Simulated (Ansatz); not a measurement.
The cluster NbB7 (the lowest singlet isomer of a short search) was relaxed with PBE-D4 (def2-SVP) in Ansatz in these states: charge +1 doublet, neutral quintet, neutral singlet, neutral triplet. The geometries follow in no particular order.

In the def2 sets Nb takes a core potential; there is no spin–orbit coupling.

A:

Cartesian coordinates in Å:
```
Nb -0.584 -0.178 -1.273
B -0.082 1.276 0.353
B -0.157 -0.925 1.051
B -1.658 1.198 -0.026
B 1.092 -1.315 0.166
B -1.332 0.128 1.075
B 1.221 0.499 -0.134
B 1.500 -0.683 -1.211
```

B:

| atom | x (Å) | y (Å) | z (Å) |
| --- | --- | --- | --- |
| Nb1 | -0.574 | 1.169 | -0.508 |
| B2 | -0.372 | -0.352 | 1.139 |
| B3 | 0.209 | -1.100 | -0.465 |
| B4 | -1.978 | 0.122 | 0.736 |
| B5 | 1.432 | -0.176 | -1.001 |
| B6 | -1.354 | -1.119 | -0.022 |
| B7 | 1.068 | 0.135 | 0.632 |
| B8 | 1.568 | 1.322 | -0.511 |

C:

```xyz
8

Nb   -0.9310   -0.3925    1.1015
B    -0.4314   -0.0416   -1.1826
B     0.7709    0.8285   -0.1474
B    -1.9145    0.7067   -0.8836
B     1.6016   -0.1872    0.8065
B    -0.6614    1.5281   -0.4262
B     0.6935   -0.9079   -0.4492
B     0.8724   -1.5340    1.1810
```

D:

Cartesian coordinates in Å:
```
Nb -0.5666 -0.5536 1.2777
B 1.1396 -0.4501 -0.2639
B -0.4152 0.2327 -1.1740
B 0.5799 -1.9452 0.1610
B -0.9086 1.4705 -0.2773
B -0.0808 -1.3375 -1.1267
B 0.7063 1.0194 0.1807
B -0.4546 1.5637 1.2225
```

Task: Judge from the bond lengths which geometry belongs to which state (an estimate).

Result: A is the neutral singlet (Nb1–B4 2.146 Å, Nb1–B3 2.478 Å, B2–B6 1.844 Å); B is the neutral triplet (Nb1–B4 2.148 Å, Nb1–B3 2.400 Å, B2–B6 1.703 Å); C is the neutral quintet (Nb1–B4 2.473 Å, Nb1–B3 2.439 Å, B2–B6 1.758 Å); D is the charge +1 doublet (Nb1–B4 2.121 Å, Nb1–B3 2.579 Å, B2–B6 1.738 Å).
